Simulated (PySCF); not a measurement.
1,1,1-trifluoroethane (C2H3F3), SMILES CC(F)(F)F. Atoms are numbered in the order given.

```xyz
8

C      0.0000     0.0000     1.4742
C      0.0000     0.0000    -0.0305
F     -1.0836    -0.6256    -0.5253
F      1.0836    -0.6256    -0.5253
F      0.0000     1.2512    -0.5253
H     -0.8966     0.5177     1.8406
H      0.8966     0.5177     1.8406
H      0.0000    -1.0353     1.8406
```

The structure is a stationary point at B3LYP-D3(BJ)/def2-SVP.

Calculation: PySCF with PBE0/pcSseg-1.

GIAO shieldings, no solvent; atoms alike by connectivity are averaged. δ = σ(ref) − σ: ¹³C against TMS (σ = 186.3 ppm); ¹⁹F against CFCl3 (σ = 167.2 ppm); ¹H against TMS (σ = 31.56 ppm), references at their B3LYP-D3(BJ)/def2-TZVP geometries, non-relativistic.

| atoms | nucleus | count | δ (ppm) |
|---|---|---|---|
| C2 | ¹³C | 1 | (withheld) |
| C1 | ¹³C | 1 | 24.7 |
| F3, F4, F5 | ¹⁹F | 3 | (withheld) |
| H6, H7, H8 | ¹H | 3 | 2.01 |

Task: Fill in the missing entries. (The exact figures need the calculation; the answer reports its results.)

Result: 
- C2, δ (ppm): 135.3
- F3, F4, F5, δ (ppm): -82.0
